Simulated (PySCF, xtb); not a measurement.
C7H15, SMILES C([CH]C)CCCC, multiplicity 2. Other conformers were not sampled.

Harmonic wavenumbers (cm⁻¹) from GFN2-xTB (xtb) at its own minimum, in rising order: 44, 54, 74, 99, 128, 139, 233, 274, 347, 405, 439, 503, 770, 797, 869, 932, 950, 960, 986, 1003, 1026, 1078, 1103, 1124, 1171, 1183, 1215, 1241, 1258, 1278, 1287, 1299, 1335, 1350, 1370, 1398, 1416, 1465, 1479, 1488, 1493, 1497, 1501, 1505, 1508, 2873, 2945, 2949, 2956, 2964, 2967, 2974, 2978, 2979, 2988, 3024, 3030, 3032, 3037, 3099.

Task: What does B3LYP-D3(BJ)/def2-SVP (PySCF) give at its own minimum? (The exact figures need the calculation; the answer reports its results.)

Result: 44, 60, 97, 112, 142, 146, 255, 260, 351, 395, 431, 519, 741, 761, 839, 887, 917, 946, 972, 997, 1028, 1043, 1077, 1120, 1155, 1173, 1222, 1244, 1285, 1312, 1317, 1323, 1361, 1371, 1399, 1402, 1405, 1445, 1455, 1458, 1463, 1466, 1471, 1478, 1487, 2943, 2990, 3003, 3013, 3019, 3022, 3033, 3035, 3044, 3055, 3071, 3094, 3099, 3106, 3154. Paired by order, the mean absolute difference is 29 cm⁻¹ and the zero-point energies are 125.6 and 126.5 kcal/mol.
